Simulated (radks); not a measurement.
Ionisation of neutral ruthenium, [Kr] 4d7 5s1, to [Kr] 4d7 as the strength of local exchange is varied. Calculated with a radial shooting solver on a logarithmic mesh with Libxc functionals: scalar-relativistic Kohn-Sham, Slater X-alpha exchange (alpha = 2/3 is LDA exchange), no correlation, spin-polarised, spherical densities, finite nucleus; open shells are filled with parallel spins first (spin-orbit coupling, left out, can overturn this in heavy ions); Fermi nuclear charge, rms radius 4.4809 fm.

\begin{tabular}{lrrrrr}
alpha & E(Ru) (hartree) & exchange (hartree) & IE (eV) & -e of the level emptied (eV) & <r> of it (bohr) \\ \hline
0.667 & -4522.24407 & -124.82549 & 7.345 & 4.350 (5s) & 3.328 \\
0.754 & -4538.58408 & -141.62451 & 7.899 & 4.882 (5s) & 3.244 \\
0.831 & -4553.09580 & -156.59144 & 8.404 & 5.374 (5s) & 3.174 \\
0.87 & -4560.46374 & -164.20742 & 8.665 & 5.631 (5s) & 3.140 \\
0.906 & -4567.27556 & -171.25860 & 8.909 & 5.873 (5s) & 3.109 \\
1.044 & -4593.48203 & -198.47480 & 9.870 & 6.838 (5s) & 2.996 \\
\end{tabular}

NIST Atomic Spectra Database: 7.361 eV (measured). The Delta-SCF value meets it near alpha = 0.67. Open shells are spherical and high-spin; term and fine-structure splittings are not resolved.
